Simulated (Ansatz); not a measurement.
The same path of H₈O₂Si₃ (13 atoms, charge 0, multiplicity 1) was run twice with different band settings. The coordinate that changes most is the dihedral O1–Si2–Si4–Si5.

Level of theory: RHF/6-31G in Ansatz.

Relaxed end points:

```xyz
13
Properties=species:S:1:pos:R:3
O 0.788 -1.845 2.183
Si 0.985 -0.940 0.758
O 0.547 -1.847 -0.618
Si -0.428 0.950 0.631
Si -0.870 1.503 -1.633
H 0.012 -2.183 2.604
H 2.441 -0.654 0.731
H 0.896 -2.656 -0.962
H -1.702 0.651 1.354
H 0.236 2.094 1.326
H -1.760 0.482 -2.252
H 0.411 1.570 -2.396
H -1.536 2.839 -1.711
```

```xyz
13
Properties=species:S:1:pos:R:3
O -0.079 -2.064 1.643
Si 0.981 -0.940 0.934
O 1.398 -1.411 -0.650
Si -0.007 1.180 0.612
Si -1.168 1.246 -1.457
H -0.956 -2.334 1.418
H 2.174 -0.991 1.815
H 1.838 -2.184 -0.973
H -0.943 1.459 1.743
H 1.065 2.222 0.629
H -2.080 0.067 -1.562
H -0.208 1.227 -2.595
H -1.995 2.488 -1.541
```

Common settings: movable images 5; climbing image yes; spring 5.0 eV/Å²; start path through a guess of the saddle point; force threshold 0.05 eV/Å; iteration limit 60; end points relaxed.

| run | optimiser |
| --- | --- |
| 1 | quadratic models (default) |
| 2 | fire |

Task: What does each run give, and how far can it be trusted?

Result: Run 1: converged after 8 iterations, highest image 0.006 eV above the first end. The top lies less than 8 meV above the higher end, about what the thresholds resolve: that end is a shoulder or a very shallow well. A vibrational analysis at the climbing image gives no mode beyond 40i cm⁻¹: the surface is too flat there to confirm a saddle point.
Run 2: converged after 58 iterations, highest image 0.009 eV above the first end. The top lies less than 8 meV above the higher end, about what the thresholds resolve: that end is a shoulder or a very shallow well. Another band between the same ends (5 images) ends at a top of the same energy, where a vibrational analysis finds no clearly imaginary modes.
Limits of this set-up: no polarisation functions.
